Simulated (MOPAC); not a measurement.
A run for MOPAC: PM7 on BP, 2S+1 = 3, a point of a bond scan (R = 6.964 Å).

```
PM7 1SCF PRECISE CHARGE=0 UHF MS=1 THREADS=1
BP

B     -0.00000000 1    -0.00000000 1    -1.30581159 1
P      0.00000000 1     0.00000000 1     5.65851689 1
```

Program output:

```
*******************************************************************************
 **                                                                           **
 **                              MOPAC v23.2.5                                **
 **                                                                           **
 *******************************************************************************
 ** MOPAC's Digital Object Identifier: https://doi.org/10.5281/zenodo.6511958 **
 **                                                                           **
 ** Please cite the open-source release paper for use of this MOPAC version:  **
 ** J. E. Moussa and J. J. P. Stewart (2026)                                  **
 ** MOPAC: An open-source semiempirical molecular orbital program             **
 ** J. Open Source Softw., 11(119), 8025, https://doi.org/10.21105/joss.08025 **
 *******************************************************************************

                              PM7 CALCULATION RESULTS

 *******************************************************************************
 *  PM7        - The PM7 Hamiltonian to be used
 *  UHF        - UNRESTRICTED HARTREE-FOCK CALCULATION
 *
 *
 *
 *                 CHARGE ON SYSTEM = 0
 *
 *
 *
 *  MS=        - IN MECI, MAGNETIC COMPONENT OF SPIN =  1.0
 *  PRECISE    - TIGHTER CRITERIA TO BE USED
 *  1SCF       - DO 1 SCF AND THEN STOP
 *  THREADS=1  - MULTI-THREADING NOT USED
 *  T=         - A TIME OF 172800.0 SECONDS REQUESTED
 *  DUMP=N     - RESTART FILE WRITTEN EVERY 7200.0 SECONDS REQUESTED
 *******************************************************************************
PM7 1SCF PRECISE CHARGE=0 UHF MS=1 THREADS=1
 BP

   ATOM   CHEMICAL          X               Y               Z
  NUMBER   SYMBOL      (ANGSTROMS)     (ANGSTROMS)     (ANGSTROMS)

     1       B         -0.00000000  *  -0.00000000  *  -1.30581159  *
     2       P          0.00000000  *   0.00000000  *   5.65851689  *



          CARTESIAN COORDINATES

    NO.       ATOM           X           Y           Z

     1         B         -0.0000     -0.0000     -1.3058
     2         P          0.0000      0.0000      5.6585

 General Reference for PM7:
 "Optimization of Parameters for Semiempirical Methods VI: More Modifications to the
 NDDO Approximations and Re-optimization of Parameters", J. J. P. Stewart, J. Mol. Mod., 1:32, 19 (2013)
 https://link.springer.com/article/10.1007/s00894-012-1667-x

           Empirical Formula: B P  =     2 atoms



      MOLECULAR POINT GROUP   :   C*v


          UHF CALCULATION, NO. OF ALPHA ELECTRONS =    5
                           NO. OF BETA  ELECTRONS =    3

 -------------------------------------------------------------------------------
 PM7 1SCF PRECISE CHARGE=0 UHF MS=1 THREADS=1
 BP



     1SCF WAS SPECIFIED, SO BFGS WAS NOT USED
     SCF FIELD WAS ACHIEVED


                              PM7 CALCULATION
                                                       MOPAC v23.2.5 Linux




          FINAL HEAT OF FORMATION =        184.79260 KCAL/MOL =     773.17222 KJ/MOL


          COSMO AREA              =        108.76 SQUARE ANGSTROMS
          COSMO VOLUME            =         75.44 CUBIC ANGSTROMS

          IONIZATION POTENTIAL    =          5.176049 EV
          ALPHA SOMO LUMO (EV)    =         -7.108 -1.961
          BETA  SOMO LUMO (EV)    =         -5.176 -2.152
          NO. OF ALPHA ELECTRONS  =          5
          NO. OF BETA  ELECTRONS  =          3
          MOLECULAR WEIGHT        =         41.7838         POINT GROUP:  C*v

          MOLECULAR DIMENSIONS (Angstroms)

            Atom       Atom       Distance
            P     2    B     1     6.96433
            P     2    B     1     0.00000
            B     1    P     2     0.00000


          SCF CALCULATIONS        =          1





   ATOM   CHEMICAL          X               Y               Z
  NUMBER   SYMBOL      (ANGSTROMS)     (ANGSTROMS)     (ANGSTROMS)

     1       B         -0.00000000  *  -0.00000000  *  -1.30581159  *
     2       P          0.00000000  *   0.00000000  *   5.65851689  *

                             CARTESIAN COORDINATES

   1    B       -0.000000000    -0.000000000    -1.305811590
   2    P        0.000000000     0.000000000     5.658516890


           Empirical Formula: B P  =     2 atoms



      MOLECULAR POINT GROUP   :   C*v


          ALPHA EIGENVALUES
 -40.56799 -18.12775  -9.04062  -9.04061  -7.10835  -1.96115  -1.96115  -1.96115
 112.00088 112.00088 112.03256 112.03257 112.04314


           BETA EIGENVALUES
 -37.16952 -18.12775  -5.17605  -2.15173  -2.15172  -1.96115  -1.96115  -1.96114
 112.00416 112.00416 112.03412 112.03413 112.04412


              NET ATOMIC CHARGES AND DIPOLE CONTRIBUTIONS

  ATOM NO.   TYPE          CHARGE      No. of ELECS.   s-Pop       p-Pop       d-Pop
    1          B           1.000000        2.0000     2.00000     0.00000
    2          P          -1.000000        6.0000     2.00000     4.00000     0.00000
 DIPOLE           X         Y         Z       TOTAL
 POINT-CHG.     0.000     0.000   -33.451    33.451
 HYBRID        -0.000     0.000     0.000     0.000
 SUM           -0.000     0.000   -33.451    33.451


          ATOMIC ORBITAL ELECTRON POPULATIONS

     Atom    s        px        py        pz      x^2-y^2     xz        z^2       yz        xy
    1  B   2.00000   0.00000   0.00000   0.00000
    2  P   2.00000   2.00000   1.00000   1.00000   0.00000   0.00000   0.00000   0.00000   0.00000


                    (SZ)    =    1.000000
                    (S**2)  =    2.000000


          ATOMIC ORBITAL SPIN POPULATIONS

    Atom   Total    s     px     py     pz   x^2-y^2  xz     z^2    yz     xy
         Atomic
    1  B  0.0000 -0.000 -0.000  0.000  0.000
    2  P  2.0000 -0.000  0.000  1.000  1.000  0.000 -0.000  0.000  0.000  0.000

 **********************
 *                    *
 * JOB ENDED NORMALLY *
 *                    *
 **********************




 == MOPAC DONE ==
```

The run finished.

Cost: around 0.020 core-seconds (rough).
